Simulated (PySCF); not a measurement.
# Which determinant of CaIn⁺ lies lowest?

Unrestricted PBE0; PySCF, scalar-relativistic core potentials, basis sets Ca def2-SVP, In def2-SVP with ECP28. Outer shells of the fragments: Ca 4s2; In+ 4d10 5s2.

Followed along the bond (rough minima from three points):

| 2Ms+1 | unpaired | ⟨S²⟩ at the start | R at minimum (Å) | Te (eV) |
| --- | --- | --- | --- | --- |
| 1 | none | 0.00 | 3.65 | 0.00 |
| 3 | σ ↑, π ↑ | 2.00 | 3.16 | 0.79 |
| 1 | σ ↑, π ↓ | 1.01 | 3.16 | 1.05 |
| 3 | σ ↑↑ | 2.00 | none in the scan | ≤ 0.82 |
| 3 | π ↑↑ | 2.01 | none in the scan | ≤ 1.73 |

Solutions found at the starting distance of 3.080 Å, counted from the lowest of them; the search is not exhaustive and high or unbound solutions are not listed, so other states can lie among these:

```json
{"2Ms+1": "1", "unpaired": "none", "term": "¹Σ⁺", "E (eV)": "0.00", "⟨S²⟩": "0.00", "⟨Lz²⟩": "0.00", "μ (D)": "-7.17"}
{"2Ms+1": "3", "unpaired": "σ ↑, π ↑", "term": "³Π", "E (eV)": "0.46", "⟨S²⟩": "2.00", "⟨Lz²⟩": "1.00", "μ (D)": "-9.23"}
{"2Ms+1": "1", "unpaired": "σ ↑, π ↓", "term": "mixed", "E (eV)": "0.72", "⟨S²⟩": "1.01", "⟨Lz²⟩": "1.01", "μ (D)": "-8.77"}
{"2Ms+1": "3", "unpaired": "σ ↑↑", "term": "³Σ⁺", "E (eV)": "0.80", "⟨S²⟩": "2.00", "⟨Lz²⟩": "0.00", "μ (D)": "-5.40"}
{"2Ms+1": "3", "unpaired": "π ↑↑", "term": "³Σ⁻", "E (eV)": "1.57", "⟨S²⟩": "2.01", "⟨Lz²⟩": "0.00", "μ (D)": "-10.97"}
{"2Ms+1": "1", "unpaired": "π ↑↓", "term": "mixed", "E (eV)": "1.74", "⟨S²⟩": "1.00", "⟨Lz²⟩": "2.01", "μ (D)": "-10.98"}
```

A term symbol is given only where ⟨S²⟩ and ⟨Lz²⟩ are close to those of a pure state; real π, δ and φ orbitals otherwise mix terms. A positive dipole points towards In; it is taken about the centre of mass and depends on that origin.

**Question.** Compare the gap between the two lowest followed solutions at the starting distance with the gap between their minima.

**Answer.** At PBE0 the second solution (triplet, unpaired electrons σ ↑, π ↑) lies +0.46 eV from the first (singlet, closed shell) at 3.080 Å and +0.79 eV at the minima; the two curves relax by different amounts, since their minima lie near 3.16 and 3.65 Å.

Spin–orbit coupling is left out.
